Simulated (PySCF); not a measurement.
## Calculated data, AlBFH₂, BH₄Si

Computed with PySCF 2.14.0. Calculation on a computer-drawn molecule: vertical ionisation energy to the stated ion spin, frozen-core CCSD(T) at the basis limit and cheaper methods, single-reference cases, UHF for radicals, no spin-orbit; all values are single points at the evaluated structure, the first of each entry, which is the reference or a displaced copy of it and isn't optimised; the reference structure only sets the zero of the energies above reference; triples share is (T) over the correlation energy.

Common to all runs: charge 0; multiplicity 2; ion multiplicity 1; diffuse functions no; basis cc-pV(n+d)Z; reference is the Hartree-Fock double-zeta minimum; best is HF at quadruple zeta + MP2 correlation extrapolated from triple and quadruple zeta + CCSD(T) minus MP2 at triple zeta; basis step is the size of the change from the same recipe one zeta lower.

(1) AlBFH₂

Evaluated structure:
```xyz
5
AlBFH2
B      1.9905    -1.7267     0.8789
Al     0.8397    -1.1168     2.4637
F      1.2219     0.3380     3.1630
H      2.6461    -2.0965    -0.0397
H     -0.3677    -1.9257     3.0552
```

Reference structure:
```xyz
5
AlBFH2
B      1.9905    -1.7267     0.8789
Al     0.8397    -1.1168     2.4637
F      1.2219     0.3380     3.1630
H      2.6461    -2.0965    -0.0397
H     -0.3677    -1.9257     3.0552
```

| Item | Value |
| --- | --- |
| ionisation energy best | 8.236 eV |
| ionisation energy basis step | 0.03796 eV |
| energy above reference best | 0 kcal/mol |
| energy above reference basis step | 0 kcal/mol |
| total energy HF triple zeta | -367.2537 hartree |
| total energy CCSD(T) triple zeta | -367.6908 hartree |
| total energy best | -367.7651 hartree |
| T1 diagnostic at triple zeta | 0.01327 |
| D1 diagnostic at triple zeta | 0.03181 |
| spin squared at triple zeta | 0.7606 |
| ion T1 diagnostic at triple zeta | 0.01453 |
| ion D1 diagnostic at triple zeta | 0.03419 |
| triples share at triple zeta | 0.02745 |
| basis functions triple zeta | 127 |
| dipole magnitude HF at triple zeta | 1.974 debye |
| dipole magnitude CCSD unrelaxed at triple zeta | 1.814 debye |
| dipole magnitude PBE at triple zeta | 1.832 debye |
| dipole magnitude r2SCAN at triple zeta | 1.833 debye |
| dipole magnitude B3LYP at triple zeta | 1.9 debye |
| dipole magnitude wB97X at triple zeta | 1.891 debye |

Drawn bonds:
```tsv
atom	other atom	order
1	2	1
2	3	1
1	4	1
2	5	1
```

Triple zeta:
```tsv
method	ionisation energy (eV)	energy above reference (kcal/mol)
HF	7.718	0
PBE	8.424	0
r2SCAN	8.557	0
B3LYP	8.401	0
wB97X	8.281	0
MP2	8.117	0
CCSD	8.138	0
CCSD(T)	8.168	0
```

(2) AlBFH₂

Evaluated structure:
```xyz
5
AlBFH2
B      1.9805    -1.8182     1.1013
Al     0.7814    -1.0818     2.5131
F      1.2045     0.2075     3.2045
H      2.4995    -1.9607    -0.0685
H     -0.4101    -2.0156     3.0145
```

Reference structure:
```xyz
5
AlBFH2
B      1.9905    -1.7267     0.8789
Al     0.8397    -1.1168     2.4637
F      1.2219     0.3380     3.1630
H      2.6461    -2.0965    -0.0397
H     -0.3677    -1.9257     3.0552
```

| Property | Result |
| --- | --- |
| ionisation energy best | 8.284 eV |
| ionisation energy basis step | 0.02962 eV |
| energy above reference best | 12.33 kcal/mol |
| energy above reference basis step | 0.3309 kcal/mol |
| total energy HF triple zeta | -367.2366 hartree |
| total energy CCSD(T) triple zeta | -367.6715 hartree |
| total energy best | -367.7455 hartree |
| T1 diagnostic at triple zeta | 0.01308 |
| D1 diagnostic at triple zeta | 0.03344 |
| spin squared at triple zeta | 0.7626 |
| ion T1 diagnostic at triple zeta | 0.01359 |
| ion D1 diagnostic at triple zeta | 0.03076 |
| triples share at triple zeta | 0.02674 |
| basis functions triple zeta | 127 |
| dipole magnitude HF at triple zeta | 1.085 debye |
| dipole magnitude CCSD unrelaxed at triple zeta | 1.002 debye |
| dipole magnitude PBE at triple zeta | 1.029 debye |
| dipole magnitude r2SCAN at triple zeta | 1.007 debye |
| dipole magnitude B3LYP at triple zeta | 1.068 debye |
| dipole magnitude wB97X at triple zeta | 1.071 debye |

Drawn bonds:
```tsv
atom	other atom	order
1	2	1
2	3	1
1	4	1
2	5	1
```

Triple zeta:
```tsv
method	ionisation energy (eV)	energy above reference (kcal/mol)
HF	7.792	10.72
PBE	8.462	12.72
r2SCAN	8.605	11.71
B3LYP	8.448	12.29
wB97X	8.333	12.04
MP2	8.181	12.94
CCSD	8.194	11.88
CCSD(T)	8.225	12.11
```

(3) AlBFH₂

Evaluated structure:
```xyz
5
AlBFH2
B      2.0266    -1.7093     0.8635
Al     0.7371    -1.0967     2.4869
F      1.1478     0.3444     3.3249
H      2.7404    -2.1350    -0.0606
H     -0.4530    -1.7947     3.1805
```

Reference structure:
```xyz
5
AlBFH2
B      1.9905    -1.7267     0.8789
Al     0.8397    -1.1168     2.4637
F      1.2219     0.3380     3.1630
H      2.6461    -2.0965    -0.0397
H     -0.3677    -1.9257     3.0552
```

| Property | Result |
| --- | --- |
| ionisation energy best | 8.134 eV |
| ionisation energy basis step | 0.04114 eV |
| energy above reference best | 5.263 kcal/mol |
| energy above reference basis step | 0.3715 kcal/mol |
| total energy HF triple zeta | -367.2439 hartree |
| total energy CCSD(T) triple zeta | -367.6828 hartree |
| total energy best | -367.7567 hartree |
| T1 diagnostic at triple zeta | 0.0143 |
| D1 diagnostic at triple zeta | 0.03688 |
| spin squared at triple zeta | 0.7624 |
| ion T1 diagnostic at triple zeta | 0.01524 |
| ion D1 diagnostic at triple zeta | 0.03631 |
| triples share at triple zeta | 0.0282 |
| basis functions triple zeta | 127 |
| dipole magnitude HF at triple zeta | 2.411 debye |
| dipole magnitude CCSD unrelaxed at triple zeta | 2.227 debye |
| dipole magnitude PBE at triple zeta | 2.224 debye |
| dipole magnitude r2SCAN at triple zeta | 2.238 debye |
| dipole magnitude B3LYP at triple zeta | 2.303 debye |
| dipole magnitude wB97X at triple zeta | 2.288 debye |

Drawn bonds:
```tsv
atom	other atom	order
1	2	1
2	3	1
1	4	1
2	5	1
```

Triple zeta:
```tsv
method	ionisation energy (eV)	energy above reference (kcal/mol)
HF	7.613	6.163
PBE	8.329	3.939
r2SCAN	8.461	4.985
B3LYP	8.298	5.083
wB97X	8.171	5.242
MP2	8.009	5.161
CCSD	8.034	5.266
CCSD(T)	8.065	5.03
```

(4) BH₄Si

Evaluated structure:
```xyz
6
BH4Si
B     -1.7861    -0.0594    -1.0903
Si    -0.1941     0.1094     0.1385
H     -2.4558     0.6474    -1.7814
H     -0.5984    -0.3629     1.4858
H      0.3562     1.4822     0.2740
H      0.8820    -0.7725    -0.3772
```

Reference structure:
```xyz
6
BH4Si
B     -1.7861    -0.0594    -1.0903
Si    -0.1941     0.1094     0.1385
H     -2.4558     0.6474    -1.7814
H     -0.5984    -0.3629     1.4858
H      0.3562     1.4822     0.2740
H      0.8820    -0.7725    -0.3772
```

| Property | Result |
| --- | --- |
| ionisation energy best | 8.236 eV |
| ionisation energy basis step | 0.02009 eV |
| energy above reference best | 0 kcal/mol |
| energy above reference basis step | 0 kcal/mol |
| total energy HF triple zeta | -315.8730 hartree |
| total energy CCSD(T) triple zeta | -316.1231 hartree |
| total energy best | -316.1528 hartree |
| T1 diagnostic at triple zeta | 0.0143 |
| D1 diagnostic at triple zeta | 0.03027 |
| spin squared at triple zeta | 0.7583 |
| ion T1 diagnostic at triple zeta | 0.019 |
| ion D1 diagnostic at triple zeta | 0.03949 |
| triples share at triple zeta | 0.02856 |
| basis functions triple zeta | 125 |
| dipole magnitude HF at triple zeta | 0.4723 debye |
| dipole magnitude CCSD unrelaxed at triple zeta | 0.4371 debye |
| dipole magnitude PBE at triple zeta | 0.3712 debye |
| dipole magnitude r2SCAN at triple zeta | 0.3523 debye |
| dipole magnitude B3LYP at triple zeta | 0.4023 debye |
| dipole magnitude wB97X at triple zeta | 0.4516 debye |

Drawn bonds:
```tsv
atom	other atom	order
1	2	1
1	3	1
2	4	1
2	5	1
2	6	1
```

Triple zeta:
```tsv
method	ionisation energy (eV)	energy above reference (kcal/mol)
HF	7.838	0
PBE	8.258	0
r2SCAN	8.442	0
B3LYP	8.317	0
wB97X	8.255	0
MP2	8.194	0
CCSD	8.183	0
CCSD(T)	8.199	0
```

(5) BH₄Si

Evaluated structure:
```xyz
6
BH4Si
B     -1.7284    -0.0619    -1.0945
Si    -0.1673     0.0883     0.1143
H     -2.3398     0.5616    -1.8142
H     -0.5648    -0.2755     1.4081
H      0.3241     1.4563     0.2917
H      0.8318    -0.8190    -0.3152
```

Reference structure:
```xyz
6
BH4Si
B     -1.7861    -0.0594    -1.0903
Si    -0.1941     0.1094     0.1385
H     -2.4558     0.6474    -1.7814
H     -0.5984    -0.3629     1.4858
H      0.3562     1.4822     0.2740
H      0.8820    -0.7725    -0.3772
```

| Property | Result |
| --- | --- |
| ionisation energy best | 8.164 eV |
| ionisation energy basis step | 0.0208 eV |
| energy above reference best | 4.108 kcal/mol |
| energy above reference basis step | 0.05121 kcal/mol |
| total energy HF triple zeta | -315.8664 hartree |
| total energy CCSD(T) triple zeta | -316.1161 hartree |
| total energy best | -316.1463 hartree |
| T1 diagnostic at triple zeta | 0.01399 |
| D1 diagnostic at triple zeta | 0.03011 |
| spin squared at triple zeta | 0.7584 |
| ion T1 diagnostic at triple zeta | 0.01881 |
| ion D1 diagnostic at triple zeta | 0.04207 |
| triples share at triple zeta | 0.02781 |
| basis functions triple zeta | 125 |
| dipole magnitude HF at triple zeta | 0.4665 debye |
| dipole magnitude CCSD unrelaxed at triple zeta | 0.4281 debye |
| dipole magnitude PBE at triple zeta | 0.3595 debye |
| dipole magnitude r2SCAN at triple zeta | 0.3458 debye |
| dipole magnitude B3LYP at triple zeta | 0.3922 debye |
| dipole magnitude wB97X at triple zeta | 0.4345 debye |

Drawn bonds:
```tsv
atom	other atom	order
1	2	1
1	3	1
2	4	1
2	5	1
2	6	1
```

Triple zeta:
```tsv
method	ionisation energy (eV)	energy above reference (kcal/mol)
HF	7.746	4.182
PBE	8.184	5.34
r2SCAN	8.361	4.391
B3LYP	8.24	3.987
wB97X	8.178	4.227
MP2	8.115	3.832
CCSD	8.108	4.231
CCSD(T)	8.124	4.353
```

(6) BH₄Si

Evaluated structure:
```xyz
6
BH4Si
B     -1.7889    -0.0732    -1.0989
Si    -0.1873     0.1074     0.1462
H     -2.4509     0.6368    -1.7949
H     -0.5983    -0.3507     1.4942
H      0.3611     1.4799     0.2618
H      0.8816    -0.7656    -0.3808
```

Reference structure:
```xyz
6
BH4Si
B     -1.7861    -0.0594    -1.0903
Si    -0.1941     0.1094     0.1385
H     -2.4558     0.6474    -1.7814
H     -0.5984    -0.3629     1.4858
H      0.3562     1.4822     0.2740
H      0.8820    -0.7725    -0.3772
```

| Quantity | Value |
| --- | --- |
| ionisation energy best | 8.223 eV |
| ionisation energy basis step | 0.02047 eV |
| energy above reference best | 0.2399 kcal/mol |
| energy above reference basis step | 0.03306 kcal/mol |
| total energy HF triple zeta | -315.8729 hartree |
| total energy CCSD(T) triple zeta | -316.1227 hartree |
| total energy best | -316.1524 hartree |
| T1 diagnostic at triple zeta | 0.01417 |
| D1 diagnostic at triple zeta | 0.0302 |
| spin squared at triple zeta | 0.7582 |
| ion T1 diagnostic at triple zeta | 0.01846 |
| ion D1 diagnostic at triple zeta | 0.03822 |
| triples share at triple zeta | 0.02853 |
| basis functions triple zeta | 125 |
| dipole magnitude HF at triple zeta | 0.4321 debye |
| dipole magnitude CCSD unrelaxed at triple zeta | 0.4136 debye |
| dipole magnitude PBE at triple zeta | 0.363 debye |
| dipole magnitude r2SCAN at triple zeta | 0.3363 debye |
| dipole magnitude B3LYP at triple zeta | 0.3834 debye |
| dipole magnitude wB97X at triple zeta | 0.4266 debye |

Drawn bonds:
```tsv
atom	other atom	order
1	2	1
1	3	1
2	4	1
2	5	1
2	6	1
```

Triple zeta:
```tsv
method	ionisation energy (eV)	energy above reference (kcal/mol)
HF	7.82	0.09084
PBE	8.256	0.3383
r2SCAN	8.438	0.3214
B3LYP	8.309	0.2698
wB97X	8.243	0.2538
MP2	8.18	0.1831
CCSD	8.169	0.1977
CCSD(T)	8.186	0.2055
```
